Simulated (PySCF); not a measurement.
A search over the determinants of GaSn⁺

Unrestricted PBE0; Ga cc-pVDZ-PP with ECP10, Sn cc-pVDZ-PP with ECP28; scalar-relativistic core potentials (PySCF 2.14). Outer shells of the fragments: Ga+ 3d10 4s2; Sn 4d10 5s2 5p2.

Followed along the bond (rough minima from three points):

```
2Ms+1  unpaired  ⟨S²⟩ at the start  R at minimum (Å)  Te (eV)
    3  σ ↑, π ↑               2.01              3.09     0.00
    1  σ ↑, π ↓               1.01              3.07     0.21
    1      none               0.00              3.30     0.44
    3      π ↑↑               2.01              2.71     0.49
    1      π ↑↓               1.01              2.71     0.72
```

Solutions found at the starting distance of 2.655 Å, counted from the lowest of them; the search is not exhaustive and high or unbound solutions are not listed, so other states can lie among these:

```json
{"2Ms+1": "3", "unpaired": "σ ↑, π ↑", "term": "³Π", "E (eV)": "0.00", "⟨S²⟩": "2.01", "⟨Lz²⟩": "1.00", "μ (D)": "-1.43"}
{"2Ms+1": "1", "unpaired": "σ ↑, π ↓", "term": "mixed", "E (eV)": "0.19", "⟨S²⟩": "1.01", "⟨Lz²⟩": "1.00", "μ (D)": "-1.43"}
{"2Ms+1": "3", "unpaired": "π ↑↑", "term": "³Σ⁻", "E (eV)": "0.24", "⟨S²⟩": "2.01", "⟨Lz²⟩": "0.00", "μ (D)": "-2.47"}
{"2Ms+1": "1", "unpaired": "π ↑↓", "term": "mixed", "E (eV)": "0.47", "⟨S²⟩": "1.01", "⟨Lz²⟩": "2.01", "μ (D)": "-2.34"}
{"2Ms+1": "1", "unpaired": "none", "term": "¹Σ⁺", "E (eV)": "0.97", "⟨S²⟩": "0.00", "⟨Lz²⟩": "0.00", "μ (D)": "0.25"}
{"2Ms+1": "1", "unpaired": "none", "term": "mixed", "E (eV)": "1.09", "⟨S²⟩": "0.00", "⟨Lz²⟩": "2.00", "μ (D)": "-1.99"}
{"2Ms+1": "3", "unpaired": "π ↑↑", "term": "mixed", "E (eV)": "2.62", "⟨S²⟩": "2.01", "⟨Lz²⟩": "2.01", "μ (D)": "0.45"}
{"2Ms+1": "3", "unpaired": "σ ↑↑, π ↑↓", "term": "mixed", "E (eV)": "4.17", "⟨S²⟩": "3.01", "⟨Lz²⟩": "2.01", "μ (D)": "-2.29"}
{"2Ms+1": "3", "unpaired": "σ ↑↑", "term": "mixed", "E (eV)": "4.73", "⟨S²⟩": "2.15", "⟨Lz²⟩": "2.00", "μ (D)": "-1.83"}
{"2Ms+1": "3", "unpaired": "σ ↑↑", "term": "³Σ⁺", "E (eV)": "5.28", "⟨S²⟩": "2.00", "⟨Lz²⟩": "0.00", "μ (D)": "1.52"}
```

A term symbol is given only where ⟨S²⟩ and ⟨Lz²⟩ are close to those of a pure state; real π, δ and φ orbitals otherwise mix terms. A positive dipole points towards Sn; it is taken about the centre of mass and depends on that origin.

Spin–orbit coupling is left out.
